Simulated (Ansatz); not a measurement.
Worked example: a bond strength in C2H6AlF (SMILES [CH3][Al]([CH3])[F])

C2H6AlF has 10 atoms, charge 0, and is taken as a singlet. As SMILES, `[CH3][Al]([CH3])[F]`. Geometry: optimised at r2SCAN/def2-SVP.

```xyz
10

C    -0.5684    1.4130   -0.8618
Al   -0.2905   -0.4471   -0.3656
C     0.7955   -1.0923    1.1134
F    -1.0556   -1.6163   -1.2905
H    -1.1914    1.5296   -1.7628
H    -1.0575    1.9728   -0.0447
H     0.3910    1.9272   -1.0481
H     0.1896   -1.6848    1.8213
H     1.2792   -0.2842    1.6860
H     1.5913   -1.7692    0.7560
```

Wanted: the dissociation energy of the H7–C1 bond into doublet H and doublet C2H5AlF (shapes relaxed at r2SCAN/def2-SVP, no zero-point term). 1 Eh = 2625.50 kJ/mol = 27.2114 eV. Totals in Eh; open shells run unrestricted unless said.

```tsv
level	program	C2H6AlF	doublet H	doublet C2H5AlF
PBE/def2-SVP	Ansatz	-421.616191	-0.498629	-420.953087
B3LYP/def2-SVP	Ansatz	-421.997159	-0.501259	-421.331392
MP2/def2-SVP, 8 core orbitals frozen in the whole	Ansatz	-421.005671	-420.345686	-0.499278
```

Q: Work out the dissociation energy at each level.

A: 
1. PBE/def2-SVP: (-0.498629) + (-420.953087) − (-421.616191) = 0.164475 Eh = 431.8 kJ/mol = 4.48 eV.
2. B3LYP/def2-SVP: (-0.501259) + (-421.331392) − (-421.997159) = 0.164508 Eh = 431.9 kJ/mol = 4.48 eV.
3. MP2/def2-SVP: (-420.345686) + (-0.499278) − (-421.005671) = 0.160707 Eh = 421.9 kJ/mol = 4.37 eV.

The levels span 422 to 432 kJ/mol; no measured value is set beside them. A bond enthalpy at 298 K also holds the loss of zero-point energy and thermal terms.
